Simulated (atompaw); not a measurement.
# An all-electron radial function and its pseudo partner (gold)

Columns: radius, all-electron u(r) and pseudo u(r) of the 5s shell (level -130.01 eV) of gold in the configuration [Kr] 4d10 4f14 5s2 5p6 5d9 6s0 6p0; PBE, scalar-relativistic, PAW (atompaw) scheme, atompaw 4.2.0.5.

| r (bohr) | all-electron | pseudo |
| --- | --- | --- |
| 0.077 | -0.0373 | 0.1981 |
| 0.154 | 0.4357 | 0.3897 |
| 0.231 | -0.2420 | 0.5686 |
| 0.308 | -0.6808 | 0.7294 |
| 0.385 | -0.5522 | 0.8674 |
| 0.462 | -0.1097 | 0.9793 |
| 0.538 | 0.3784 | 1.0622 |
| 0.615 | 0.7858 | 1.1174 |
| 0.692 | 1.0597 | 1.1438 |
| 0.769 | 1.2055 | 1.1433 |
| 0.846 | 1.2486 | 1.1181 |
| 0.923 | 1.2184 | 1.0717 |
| 1.000 | 1.1408 | 1.0080 |
| 1.077 | 1.0368 | 0.9315 |
| 1.154 | 0.9216 | 0.8466 |
| 1.231 | 0.8053 | 0.7573 |
| 1.308 | 0.6942 | 0.6674 |
| 1.385 | 0.5921 | 0.5797 |
| 1.462 | 0.5007 | 0.4966 |
| 1.538 | 0.4213 | 0.4206 |
| 1.615 | 0.3517 | 0.3517 |
| 1.692 | 0.2922 | 0.2922 |
| 1.769 | 0.2417 | 0.2417 |
| 1.846 | 0.1991 | 0.1991 |
| 1.923 | 0.1636 | 0.1636 |
| 2.000 | 0.1341 | 0.1341 |

(1) How many radial nodes do the two functions have?

(2) At about which radius was the pseudo-wave matched?

(3) Is the pseudo-wave norm-conserving?

Answers

(1) The all-electron 5s function has n − l − 1 = 4 (the table is too coarse to show those close to the nucleus); the pseudo-wave has 0, since the states of the same l below it are removed with the core.

(2) 1.65 bohr, where the columns begin to agree (steps of 0.08 bohr).

(3) No, it belongs to a PAW set: the norm inside the radius is not constrained, and the difference is carried by the augmentation charge.
